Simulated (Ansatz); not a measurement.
Consider the cleavage of the B–Ga bond: `[OH][GaH][BH]BF` + NH₃ → `NBBF` + `[OH][GaH2]`.

Isolated molecules relaxed with PBE0-D4/def2-TZVP in Ansatz; ΔE leaves out vibrations. CBS: MP2 limit from def2 TZ/QZ plus the TZ coupled-cluster correction, frozen cores. This one scheme is used for every species. Functionals use def2-TZVPP. B3LYP here is the variant with VWN-RPA as its local correlation; programs differ in this. HSE06 is defined as in plane-wave codes. For Ga outer-core shells are correlated without core-valence functions, which leaves a few kJ/mol of doubt a bond. Scalar relativity is left out up to krypton. Each species was taken in one conformer, which may not be the lowest.

```csv
level,ΔE (kJ/mol),difference from CCSD(T)/CBS
LDA (SPW92),-143.7,-11.3
PBE-D4,-128.5,3.9
revPBE-D4,-126.7,5.7
BLYP-D4,-133.0,-0.6
r2SCAN-D4,-131.2,1.2
B97M-V,-132.2,0.2
PBE0-D4,-131.1,1.3
B3LYP-D4,-135.5,-3.1
r2SCANh-D4,-132.5,-0.1
r2SCAN0-D4,-134.2,-1.8
HSE06-D4,-131.0,1.4
CAM-B3LYP-D4,-143.7,-11.3
ωB97X-V,-137.4,-5.0
ωB97M-V,-140.5,-8.1
B2PLYP,-140.2,-7.8
PBE-QIDH,-137.0,-4.6
PBE,-130.1,2.3
revPBE,-125.5,6.9
r2SCAN,-131.7,0.7
PBE0,-132.8,-0.4
B3LYP,-138.2,-5.8
r2SCANh,-133.1,-0.7
r2SCAN0,-134.9,-2.5
HSE06,-132.7,-0.3
CAM-B3LYP,-145.7,-13.3
LC-ωPBE,-138.8,-6.4
RPA@PBE/def2-TZVPP,-139.5,-7.1
MP2/def2-SVP,-165.7,-33.3
CCSD/def2-SVP,-160.8,-28.4
CCSD(T)/def2-SVP,-162.6,-30.2
HF/def2-TZVPP,-141.9,-9.5
MP2/def2-TZVPP,-140.2,-7.8
SCS-MP2/def2-TZVPP,-141.3,-8.9
CCSD(T)/def2-TZVPP,-136.7,-4.3
HF/def2-QZVPP,-142.8,-10.4
MP2/def2-QZVPP,-138.0,-5.6
SCS-MP2/def2-QZVPP,-139.6,-7.2
HF/CBS(def2),-143.0,-10.6
MP2/CBS(def2),-135.8,-3.4
CCSD/CBS(def2),-131.7,0.7
CCSD(T)/CBS,-132.4,0
```

(1) What do rigid-rotor, harmonic-oscillator terms from PBE0-D4/def2-TZVP frequencies (298.15 K, 1 bar) make of the CCSD(T)/CBS value? (Best estimate.)

Largest T1 diagnostic among the species: 0.015.

## Answers

(1) Computed: ΔZPE = +1.1 kJ/mol, ΔH = -135.5 kJ/mol, ΔS = 7 J/(mol·K), ΔG = -137.6 kJ/mol. Modes under 50 cm⁻¹ make the entropy rough.

From BLYP to BHLYP (50 % exact exchange), in def2-TZVPP and without D4, ΔE moves by −6.5 kJ/mol. Leaving LDA and LC-ωPBE aside and taking each functional with its dispersion term where it has one, the values spread over 17.0 kJ/mol, from CAM-B3LYP-D4 to revPBE-D4. LDA lies −13.5 kJ/mol from PBE without D4. At CCSD(T), def2-SVP lies −30.2 kJ/mol from the extrapolated value and def2-TZVPP −4.3 kJ/mol.

CCSD(T)/CBS has its own doubt, a few kJ/mol and more with outer-core shells, so smaller differences from it don't rank the levels.
